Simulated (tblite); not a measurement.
Species: C5H14OSSi2.
Cartesian coordinates in Å at the GFN2-xTB level; atoms count from 1:
```
atom  x, y, z in Å
C1     2.6395    2.2170    0.0533
Si2    3.1633    0.3890    0.0460
O3     1.9546   -0.5945   -0.4053
C4     0.6849   -0.7560    0.1201
C5    -0.3532   -1.3731   -0.8290
C6    -1.1586   -2.5437   -0.3135
Si7   -0.7031    0.4276   -0.3623
S8    -2.1626    0.8102    1.1444
C9    -3.6736    0.8191    0.1225
H10    3.4636    2.8682    0.3264
H11    2.2875    2.5306   -0.9266
H12    1.8331    2.3951    0.7620
H13    4.1118    0.0701   -1.0128
H14    3.6501    0.0461    1.3886
H15    0.7060   -1.1764    1.1239
H16    0.0566   -1.5451   -1.8186
H17   -1.6167   -2.3012    0.6437
H18   -0.5171   -3.4133   -0.1735
H19   -1.9452   -2.8108   -1.0173
H20   -0.5207    1.4950   -1.3246
H21   -3.7892   -0.1416   -0.3669
H22   -4.5033    0.9973    0.7978
H23   -3.6124    1.6175   -0.6090
```

All values are computed: GFN2-xTB (tblite) harmonic vibrations without scaling, gas phase. This tight-binding method is rough: wavenumbers can miss measured ones by several per cent, in bad cases by 10 to 20. Modes of hydrogen on silicon can be 10 to 20 % off. One conformer, not necessarily the lowest.

Harmonic wavenumbers (cm⁻¹): 27.7, 30.3, 53.0, 65.3, 98.1, 116.9, 128.6, 138.3, 156.5, 185.2, 198.6, 254.6, 281.0, 347.5, 376.9, 469.8, 487.1, 517.1, 587.0, 628.8, 669.5, 702.2, 716.4, 724.6, 749.1, 762.0, 803.3, 824.6, 849.8, 910.9, 942.2, 954.9, 962.1, 971.1, 1090.1, 1112.8, 1130.3, 1183.9, 1254.4, 1317.8, 1330.4, 1376.7, 1408.9, 1450.9, 1457.7, 1488.4, 1494.7, 1495.1, 1500.0, 2203.0, 2313.4, 2369.1, 2943.9, 3002.0, 3016.9, 3017.7, 3022.9, 3026.7, 3029.8, 3040.7, 3048.2, 3053.7, 3063.3.

A = 1550, B = 539.6, C = 433.7 MHz; mass 178.030 u (most abundant isotopes); point group C1, symmetry number 1.

What is the zero-point energy?

Half the sum of the wavenumbers: 38467 cm⁻¹ = 460.17 kJ/mol.

What is S at 298.15 K and 1 bar for an ideal gas of classical rigid rotors and harmonic oscillators?

Translation 173.48, rotation 130.38, vibration 217.09: S = 520.9 J/(mol K).

And Cp and H(298.15 K) − H(0)?

Cp = 219.84 J/(mol K), of which vibrations give 186.58 (their classical limit is 63 R = 523.8); H(298.15 K) − H(0) = 40.96 kJ/mol without the zero-point energy, 31.05 from vibrations.

How do the functions run with temperature in this model?

```tsv
T (K)	S (J/(mol K))	Cp (J/(mol K))	H − H(0) (kJ/mol)	G − H(0) (kJ/mol)	ln q(vib)
100	347.8	115.5	7.71	-27.07	4.38
200	444.1	168.1	21.91	-66.92	9.29
300	522.3	220.8	41.37	-115.32	13.66
500	656.7	307.5	94.73	-233.62	21.58
800	820.7	389.7	200.39	-456.19	32.09
1000	911.8	426.2	282.16	-629.65	38.34
```

q(vib) and H(0) count from the zero-point level.

What must be added to the electronic energy to get the Gibbs energy at 298.15 K and 1 bar?

ZPE + [H(298.15 K) − H(0)] − T·S = 460.17 + 40.96 − 155.32 = 345.81 kJ/mol.

Which modes carry the vibrational entropy at 298.15 K?

27.7 cm⁻¹: 25.05; 30.3 cm⁻¹: 24.31; 53.0 cm⁻¹: 19.67; 65.3 cm⁻¹: 17.95; 98.1 cm⁻¹: 14.61; 116.9 cm⁻¹: 13.18 J/(mol K); the other 57 give 102.31 together.

Hindered rotation and anharmonicity are outside this model. Other conformers, if any are populated, would add a mixing term that is left out. The structure is chiral; the term R ln 2 for an equal mix with its mirror image is left out.

Time: 4.2 s wall. Hardware: one thread of an Intel Xeon at 2.50 GHz (shared host). This covers the Hessian and the dipole derivatives.
